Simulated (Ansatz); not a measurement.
(2-cyanopyrimidin-4-yl)boronic acid (C5H4BN3O2), SMILES N#Cc1nccc(B(O)O)n1. Atoms are numbered in the order given.

```xyz
15

N     -1.6198    -3.5304     0.0000
C     -0.8992    -2.6251     0.0000
C     -0.0030    -1.4872     0.0000
N      1.3012    -1.7546     0.0000
C      2.1100    -0.7019     0.0000
C      1.6254     0.6051     0.0000
C      0.2398     0.7863     0.0000
B     -0.5489     2.1808     0.0000
O     -1.8902     2.1076     0.0000
O      0.0593     3.3902     0.0000
N     -0.5701    -0.2860     0.0000
H      3.1858    -0.9092     0.0000
H      2.3190     1.4493     0.0000
H     -2.1500     1.1721     0.0000
H      1.0182     3.3564     0.0000
```

Geometry optimised at PBE0-D3(BJ)/def2-SVP. One conformer was computed; it need not be the lowest.

Two levels are set side by side: PBE-D3(BJ)/def2-SVP (Ansatz, a program for electronic structure) and PBE0-D3(BJ)/def2-SVP (Ansatz). Each level has its own optimised geometry; the coordinates shown are those of the second. Differences are taken from unrounded values.

```csv
quantity,PBE0-D3(BJ)
mean bond length (Å),1.276
bond N1–C2 (Å),1.157
bond C2–C3 (Å),1.448
bond C3–N4 (Å),1.331
bond C3–N11 (Å),1.328
bond N4–C5 (Å),1.327
bond C5–C6 (Å),1.394
bond C6–C7 (Å),1.397
bond C7–B8 (Å),1.602
bond C7–N11 (Å),1.344
bond B8–O9 (Å),1.343
bond B8–O10 (Å),1.354
bond C5–H12 (Å),1.096
bond C6–H13 (Å),1.093
bond O9–H14 (Å),0.971
bond O10–H15 (Å),0.960
```

Question: What does PBE-D3(BJ) give, and how far is it from PBE0-D3(BJ)? (The exact figures need the calculation; the answer reports its results.)

Answer: 
```tsv
quantity	PBE-D3(BJ)	PBE-D3(BJ) minus PBE0-D3(BJ)
mean bond length (Å)	1.287	0.011
bond N1–C2 (Å)	1.172	0.015
bond C2–C3 (Å)	1.451	0.003
bond C3–N4 (Å)	1.346	0.015
bond C3–N11 (Å)	1.343	0.015
bond N4–C5 (Å)	1.339	0.012
bond C5–C6 (Å)	1.404	0.010
bond C6–C7 (Å)	1.408	0.011
bond C7–B8 (Å)	1.606	0.004
bond C7–N11 (Å)	1.357	0.013
bond B8–O9 (Å)	1.356	0.012
bond B8–O10 (Å)	1.366	0.012
bond C5–H12 (Å)	1.104	0.009
bond C6–H13 (Å)	1.101	0.009
bond O9–H14 (Å)	0.985	0.014
bond O10–H15 (Å)	0.971	0.012
```

Exact exchange shortens and stiffens bonds; PBE has none. Differences between two approximate levels are no errors against the true value.
